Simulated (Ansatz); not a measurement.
Ansatz (a quantum-chemistry and plane-wave program) input (B3LYP-D3(BJ)/def2-TZVP):

Ansatz 0.2 input:
```yaml
crystal:
  periodic: [false, false, false]
  atoms:
    - {symbol: Si, position_ang: [1.64233581, 0.40426167, -0.03047214]}
    - {symbol: Si, position_ang: [-0.40651923, 0.44617465, -0.01008353]}
    - {symbol: H, position_ang: [-1.23878896, -0.85435322, -0.02632940]}
basis:
  gaussian:
    orbitals: def2-TZVP
hamiltonian:
  xc: b3lyp
  dispersion: d3bj
total_charge: -1
relax: {f_tol: 0.002, max_steps: 150}
```

Output:

```
Functional definition: B3LYP
integrals: 0.02 GiB planned
566 factors; their error is unknown
mean field: 0.18 GiB planned
mean field evaluation 1: about -15770.9158 eV, gradient 7.0e0 eV
mean field evaluation 2: about -15770.9362 eV, gradient 6.0e0 eV
mean field evaluation 4: about -15771.0764 eV, gradient 1.3e0 eV
mean field evaluation 8: about -15771.1337 eV, gradient 2.5e-2 eV
mean field -15771.13368814 eV, -579.5784729809 hartree, gradient 8.4e-5 eV, S^2 0.000000; 0 other end points of the search recorded, 0 dependent functions left out
the calculation of the forces begins
reference -15771.13387274 eV, -579.5784797648 hartree; 15, 15 occupied and 65, 65 virtual orbitals, 566 factors
relax step   1: F+E_penalty+E_count = -15771.27083137 eV  Δ(F+E_penalty+E_count) = +0.000e0 eV  max|allowed force component| = 1.946e0 eV/Å  Δτ_max = 0.0000 Å  (27 SCF iters, accepted)
these checks for a lower state are left out or cut short: starts, cluster_reference, orbital_swaps, neighbouring_geometries, increment
integrals: 0.02 GiB planned
566 factors; their error is unknown
mean field: 0.18 GiB planned
mean field evaluation 16: about -15771.1229 eV, gradient 6.0e0 eV
mean field -15771.22695671 eV, -579.5819005376 hartree, gradient 8.8e-6 eV, S^2 0.000000; 0 other end points of the search recorded, 0 dependent functions left out
the calculation of the forces begins
reference -15771.22714256 eV, -579.5819073672 hartree; 15, 15 occupied and 65, 65 virtual orbitals, 566 factors
relax step   2: F+E_penalty+E_count = -15771.36197846 eV  Δ(F+E_penalty+E_count) = -9.115e-2 eV  max|allowed force component| = 3.577e-1 eV/Å  Δτ_max = 0.0985 Å  (34 SCF iters, accepted)
these checks for a lower state are left out or cut short: starts, cluster_reference, orbital_swaps, neighbouring_geometries, increment
integrals: 0.02 GiB planned
566 factors; their error is unknown
mean field: 0.18 GiB planned
mean field -15771.23405381 eV, -579.5821613511 hartree, gradient 8.2e-5 eV, S^2 0.000000; 0 other end points of the search recorded, 0 dependent functions left out
the calculation of the forces begins
reference -15771.23423876 eV, -579.5821681480 hartree; 15, 15 occupied and 65, 65 virtual orbitals, 566 factors
relax step   3: F+E_penalty+E_count = -15771.36907802 eV  Δ(F+E_penalty+E_count) = -7.100e-3 eV  max|allowed force component| = 1.751e-1 eV/Å  Δτ_max = 0.0193 Å  (29 SCF iters, accepted)
these checks for a lower state are left out or cut short: starts, cluster_reference, orbital_swaps, neighbouring_geometries, increment
integrals: 0.02 GiB planned
566 factors; their error is unknown
mean field: 0.18 GiB planned
mean field evaluation 32: about -15771.2511 eV, gradient 1.6e-1 eV
mean field -15771.25186137 eV, -579.5828157667 hartree, gradient 2.1e-5 eV, S^2 0.000000; 0 other end points of the search recorded, 0 dependent functions left out
the calculation of the forces begins
reference -15771.25204218 eV, -579.5828224116 hartree; 15, 15 occupied and 65, 65 virtual orbitals, 566 factors
relax step   4: F+E_penalty+E_count = -15771.38586590 eV  Δ(F+E_penalty+E_count) = -1.679e-2 eV  max|allowed force component| = 1.205e-1 eV/Å  Δτ_max = 0.1016 Å  (33 SCF iters, accepted)
these checks for a lower state are left out or cut short: starts, cluster_reference, orbital_swaps, neighbouring_geometries, increment
integrals: 0.02 GiB planned
566 factors; their error is unknown
mean field: 0.18 GiB planned
mean field -15771.26886008 eV, -579.5834404581 hartree, gradient 6.2e-5 eV, S^2 0.000000; 0 other end points of the search recorded, 0 dependent functions left out
the calculation of the forces begins
reference -15771.26904361 eV, -579.5834472025 hartree; 15, 15 occupied and 65, 65 virtual orbitals, 566 factors
relax step   5: F+E_penalty+E_count = -15771.40162310 eV  Δ(F+E_penalty+E_count) = -1.576e-2 eV  max|allowed force component| = 7.302e-2 eV/Å  Δτ_max = 0.1543 Å  (33 SCF iters, accepted)
these checks for a lower state are left out or cut short: starts, cluster_reference, orbital_swaps, neighbouring_geometries, increment
integrals: 0.02 GiB planned
566 factors; their error is unknown
mean field: 0.18 GiB planned
mean field -15771.27574719 eV, -579.5836935547 hartree, gradient 5.3e-5 eV, S^2 0.000000; 0 other end points of the search recorded, 0 dependent functions left out
the calculation of the forces begins
reference -15771.27592841 eV, -579.5837002143 hartree; 15, 15 occupied and 65, 65 virtual orbitals, 566 factors
relax step   6: F+E_penalty+E_count = -15771.40785218 eV  Δ(F+E_penalty+E_count) = -6.229e-3 eV  max|allowed force component| = 1.409e-2 eV/Å  Δτ_max = 0.1371 Å  (33 SCF iters, accepted)
these checks for a lower state are left out or cut short: starts, cluster_reference, orbital_swaps, neighbouring_geometries, increment
integrals: 0.02 GiB planned
566 factors; their error is unknown
mean field: 0.18 GiB planned
mean field -15771.27653990 eV, -579.5837226862 hartree, gradient 6.4e-6 eV, S^2 0.000000; 0 other end points of the search recorded, 0 dependent functions left out
the calculation of the forces begins
reference -15771.27672051 eV, -579.5837293235 hartree; 15, 15 occupied and 65, 65 virtual orbitals, 566 factors
relax step   7: F+E_penalty+E_count = -15771.40855526 eV  Δ(F+E_penalty+E_count) = -7.031e-4 eV  max|allowed force component| = 1.662e-1 eV/Å  Δτ_max = 0.0732 Å  (31 SCF iters, accepted)
these checks for a lower state are left out or cut short: starts, cluster_reference, orbital_swaps, neighbouring_geometries, increment
integrals: 0.02 GiB planned
566 factors; their error is unknown
mean field: 0.18 GiB planned
mean field evaluation 64: about -15771.2772 eV, gradient 5.5e-5 eV
mean field -15771.27718150 eV, -579.5837462646 hartree, gradient 5.5e-5 eV, S^2 0.000000; 0 other end points of the search recorded, 0 dependent functions left out
the calculation of the forces begins
reference -15771.27736193 eV, -579.5837528952 hartree; 15, 15 occupied and 65, 65 virtual orbitals, 566 factors
relax step   8: F+E_penalty+E_count = -15771.40914228 eV  Δ(F+E_penalty+E_count) = -5.870e-4 eV  max|allowed force component| = 3.488e-3 eV/Å  Δτ_max = 0.0191 Å  (26 SCF iters, accepted)
these checks for a lower state are left out or cut short: starts, cluster_reference, orbital_swaps, neighbouring_geometries, increment
integrals: 0.02 GiB planned
566 factors; their error is unknown
mean field: 0.18 GiB planned
mean field -15771.27721946 eV, -579.5837476596 hartree, gradient 5.1e-5 eV, S^2 0.000000; 0 other end points of the search recorded, 0 dependent functions left out
the calculation of the forces begins
reference -15771.27739984 eV, -579.5837542883 hartree; 15, 15 occupied and 65, 65 virtual orbitals, 566 factors
relax step   9: F+E_penalty+E_count = -15771.40918082 eV  Δ(F+E_penalty+E_count) = -3.854e-5 eV  max|allowed force component| = 1.614e-3 eV/Å  Δτ_max = 0.0122 Å  (26 SCF iters, accepted)
these checks for a lower state are left out or cut short: starts, cluster_reference, orbital_swaps, neighbouring_geometries, increment
integrals: 0.02 GiB planned
566 factors; their error is unknown
mean field: 0.18 GiB planned
mean field -15771.27723143 eV, -579.5837480995 hartree, gradient 5.0e-5 eV, S^2 0.000000; 0 other end points of the search recorded, 0 dependent functions left out
the calculation of the forces begins
reference -15771.27741181 eV, -579.5837547284 hartree; 15, 15 occupied and 65, 65 virtual orbitals, 566 factors
relax step  10: F+E_penalty+E_count = -15771.40918956 eV  Δ(F+E_penalty+E_count) = -8.747e-6 eV  max|allowed force component| = 1.742e-3 eV/Å  Δτ_max = 0.0092 Å  (27 SCF iters, accepted)
integrals: 0.02 GiB planned
566 factors; their error is unknown
mean field: 0.18 GiB planned
mean field -15771.27723143 eV, -579.5837480995 hartree, gradient 5.0e-5 eV, S^2 0.000000; 1 other end points of the search recorded, 0 dependent functions left out
the calculation of the forces begins
reference -15771.27741181 eV, -579.5837547284 hartree; 15, 15 occupied and 65, 65 virtual orbitals, 566 factors
Total energy: -15771.40936994 eV, -579.5886041002 hartree
Atom 0 at     1.754448     0.698786    -0.026062 Å, force     0.000105     0.000027    -0.000001 eV/Å
Atom 1 at    -0.179803    -0.072667    -0.021912 Å, force    -0.001742    -0.000659     0.000004 eV/Å
Atom 2 at    -1.577617    -0.630035    -0.018911 Å, force     0.001637     0.000632    -0.000004 eV/Å
Dipole moment:    -0.184826    -0.073692     0.000397 e Å
```

It need not be the lowest isomer of its formula. Whether it binds its extra electron was not tested at this geometry.
